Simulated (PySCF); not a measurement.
**`C#CC[S@+](C)[B@@H-](C)Cl`, C₅H₁₀BClS**

Cartesian coordinates in Å; atom numbers follow the order of the lines, from 1:
```xyz
18

C     3.5775    0.3413    0.2151
C     2.4072    0.5786    0.1237
C     0.9953    0.8193    0.0206
S     0.0257   -0.4955    0.8720
C     0.5788   -1.9188   -0.1047
B    -1.8279   -0.1698    0.0458
C    -2.3504    1.2254    0.6459
Cl   -1.5419   -0.1141   -1.7657
H     4.6083    0.1616    0.2863
H     0.6592    0.8324   -1.0199
H     0.7242    1.7519    0.5162
H     0.2470   -1.7857   -1.1318
H     0.1239   -2.8031    0.3296
H     1.6610   -1.9789   -0.0430
H    -2.4078   -1.1511    0.3609
H    -1.8123    2.0902    0.2602
H    -3.3997    1.3764    0.3980
H    -2.2769    1.2463    1.7325
```

Method: TDDFT PBE0/def2-SVPD circular dichroism and optical rotation, one conformer, gas phase in PySCF 2.14.0. Geometry: GFN2-xTB.

The molecule is flexible and this is one conformer; a measurement averages over conformers.

Task: What are the CIP labels of the stereocentres?

Result: S4 S, B6 R.

Task: List the lowest 8 singlet excitations with oscillator and rotatory strengths.

Result: Rotatory strengths R in 10⁻⁴⁰ esu² cm², velocity form and length form (origin at the centre of mass); f in length form.
```csv
state,E (eV),λ (nm),f,R (velocity),R (length),main
1,5.90,210,0.030,+6.4,+6.2,"HOMO→LUMO 0.77, HOMO−1→LUMO 0.13"
2,6.06,205,0.0006,-5.5,-5.0,"HOMO−1→LUMO 0.78, HOMO→LUMO 0.17"
3,6.17,201,0.003,-5.4,-5.3,HOMO−2→LUMO 0.82
4,6.57,189,0.004,-8.1,-7.7,"HOMO→LUMO+1 0.59, HOMO−3→LUMO 0.21"
5,6.67,186,0.046,-10.9,-11.1,"HOMO−3→LUMO 0.43, HOMO→LUMO+1 0.32"
6,6.85,181,0.012,-6.2,-6.6,"HOMO−1→LUMO+1 0.62, HOMO−3→LUMO+3 0.09"
7,6.99,177,0.0007,-3.2,-2.6,"HOMO−3→LUMO+1 0.21, HOMO−1→LUMO+1 0.20"
8,7.05,176,0.011,+8.5,+8.8,"HOMO→LUMO+2 0.67, HOMO→LUMO+3 0.10"
```

Among the states computed, the strongest CD band (largest |R|) is state 5. The largest dissymmetry factor in size, g = 4R/(D+G), with D and G the electric and magnetic dipole strengths, is -0.078 for state 2 (velocity form, f = 0.0006), among bands with |R| over 0.5. The mirror image has the same energies and oscillator strengths and all R with the opposite sign.
